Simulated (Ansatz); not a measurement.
`C#[C][GeH2][OH]` + HCl → `C#[C][GeH2][Cl]` + H₂O at 298.15 K and 1 bar (ligand exchange at a Ge–O bond).

Calculated with Ansatz (gas phase, PBE0-D4/def2-TZVP geometries, no zero-point term in ΔE). CCSD(T)/CBS is the MP2 limit (def2-TZVPP, def2-QZVPP) plus CCSD(T) − MP2 in def2-TZVPP, frozen cores. This one scheme is used for every species. For Ge outer-core shells are correlated without core-valence functions, which leaves a few kJ/mol of doubt a bond. Scalar relativity is left out up to krypton. One conformer a species, not always the lowest.

```csv
species,CCSD(T)/CBS energy (Eh),H − E (kJ/mol),S (J/(mol·K))
`C#[C][GeH2][OH]`,-2229.74950,145.3,328.2
HCl,-460.38127,26.6,186.8
`C#[C][GeH2][Cl]`,-2613.77047,112.6,324.7
H₂O,-76.37941,66.4,188.7
```

H − E and S are ideal-gas, rigid-rotor, harmonic terms from PBE0-D4/def2-TZVP, for one conformer and one mirror image of each species. 1 Eh = 2625.50 kJ/mol, R = 8.31446 J/(mol·K).

Question: By hand: ΔE, ΔH, ΔS and ΔG.

Answer: ΔE = (-2613.77047) + (-76.37941) − (-2229.74950) − (-460.38127) = -0.01911 Eh = -50.2 kJ/mol. Δ(H − E) = 112.6 + 66.4 − 145.3 − 26.6 = 7.1, so ΔH = -43.1 kJ/mol. ΔS = 324.7 + 188.7 − 328.2 − 186.8 = -1.6 J/(mol·K). ΔG = -43.1 − 298.15 × (-1.6)/1000 = -42.6 kJ/mol.

Question: By hand: the equilibrium constant, and the temperature at which ΔG would vanish if ΔH and ΔS stayed fixed.

Answer: log₁₀ K = −ΔG/(RT ln 10) = 7.5. ΔG = 0 at ΔH/ΔS = 26938 K, far beyond where these terms or the molecules hold.

The number of gas molecules stays the same, so ΔS is small and ΔH decides. A doubt of 5 kJ/mol in ΔE shifts log₁₀ K by 0.9 here. Other conformers and mirror images would add mixing entropy, several J/(mol·K) or more a flexible species. These are equilibria of isolated gas molecules and say nothing of rates. Largest T1 diagnostic: 0.012 (customary marks: 0.02 for closed shells, 0.045 for open ones).
